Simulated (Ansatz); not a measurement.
Reactions of ClH₅O₂Si₂ (`O[Si](O)([SiH3])Cl`).

Isolated molecules relaxed with PBE0-D4/def2-TZVP in Ansatz; ΔE leaves out vibrations. CCSD(T)/CBS is the MP2 limit (def2-TZVPP, def2-QZVPP) plus CCSD(T) − MP2 in def2-TZVPP, frozen cores. This one scheme is used for every species, atoms too. For atomizations the MP2-based limit and the directly extrapolated one differ by several kJ/mol either way, and by 10 to 25 for some Ge, Se and Sn compounds, so smaller differences from it don't rank the levels. No spin–orbit coupling; open shells (•) take unrestricted orbitals. Spin–orbit coupling would lower the free atoms: a little for Cl, O, Si. Bonds to Br are less sure, by a few kJ/mol each and by 10 to 20 or more in all where they break to atoms, as the def2 sets lack core-valence functions. Scalar relativity is left out up to krypton. One conformer a species, not always the lowest.

```
                                                             reaction  CCSD/CBS(def2) (kJ/mol)
                     `O[Si](O)([SiH3])Cl` → Cl• + 5 H• + 2 O• + 2 Si•                     3464
              `O[Si](O)([SiH3])Cl` + H–F → `O[Si](F)([SiH3])Cl` + H₂O                      -41
`O[Si](O)([SiH3])Cl` + `N[SiH2]S` → `N[Si](O)([SiH3])Cl` + `O[SiH2]S`                        2
                         `O[Si](O)([SiH3])Cl` → `O[Si]O` + `[SiH3]Cl`                      144
             `O[Si](O)([SiH3])Cl` + HBr → `O[Si]([SiH3])(Cl)Br` + H₂O                        8
                           `O[Si](O)([SiH3])Cl` → `O[SiH2][SiH](O)Cl`                       38
        `O[Si](O)([SiH3])Cl` + SiH₄ → `O[Si]([SiH3])([SiH3])Cl` + H₂O                      119
                 `O[Si](O)([SiH3])Cl` + HCl → `O[Si](O)(Cl)Cl` + SiH₄                     -106
              `O[Si](O)([SiH3])Cl` + NH₃ → `N[Si](O)([SiH3])Cl` + H₂O                       48
                       `O[Si](O)([SiH3])Cl` → Cl• + `O[Si](O)[SiH3]`•                      485
```

Task: Give the CCSD(T)/CBS values in the same order. (An estimate is asked.)

Result: Ansatz gave: 3515, -39, 2, 146, 6, 39, 115, -105, 47, 494 kJ/mol.

Largest T1 diagnostic: 0.016, for `O[Si](O)[SiH3]`•.
